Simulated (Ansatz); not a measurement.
Basis sets compared for [Ce(NH3)6]3+ (CeN6H18³⁺). Total charge 3; doublet. Geometry PBE-D4/def2-SVP. Ansatz on 4 threads of Arm Neoverse V2 on a shared host; times are rough, and most runs start from earlier orbitals.

```xyz
25

Ce    0.002    0.000   -0.001
N    -1.296   -0.798   -2.162
H    -1.472   -1.819   -2.224
H    -0.828   -0.589   -3.064
H    -2.242   -0.393   -2.293
N     1.280    0.831    2.160
H     1.569    1.828    2.150
H     2.165    0.335    2.377
H     0.749    0.754    3.049
N     1.021   -2.424    0.283
H     0.458   -3.078    0.859
H     1.956   -2.468    0.732
H     1.163   -2.955   -0.598
N    -1.006    2.431   -0.260
H    -1.270    2.902    0.627
H    -1.874    2.499   -0.825
H    -0.381    3.124   -0.713
N    -2.077   -0.716    1.468
H    -2.722   -1.397    1.024
H    -2.712    0.057    1.746
H    -1.853   -1.167    2.376
N     2.079    0.675   -1.491
H     2.815    1.221   -1.004
H     1.866    1.262   -2.320
H     2.610   -0.118   -1.898
```

In the def2 sets Ce takes a core potential; there is no spin–orbit coupling. With an open 4f shell the SCF may have ended on a state above the lowest.

```csv
level,functions,energy (Eh),HOMO (eV),LUMO (eV),wall time
PBE-D4/def2-SVP,252,-812.9456,-16.19,-15.44,32 s
PBE0-D4/def2-SVP,252,-812.9751,-19.22,-13.16,56 s
```

Question: Estimate the rows for PBE-D4/def2-TZVP (with forces), PBE0-D4/def2-TZVP (with forces).

Answer: 
| level | functions | energy (Eh) | HOMO (eV) | LUMO (eV) | wall time |
| --- | --- | --- | --- | --- | --- |
| PBE-D4/def2-TZVP (with forces) | 387 | -813.3384 | -16.32 | -15.55 | 62 s |
| PBE0-D4/def2-TZVP (with forces) | 387 | -813.3582 | -19.29 | -13.23 | 6.2 min |
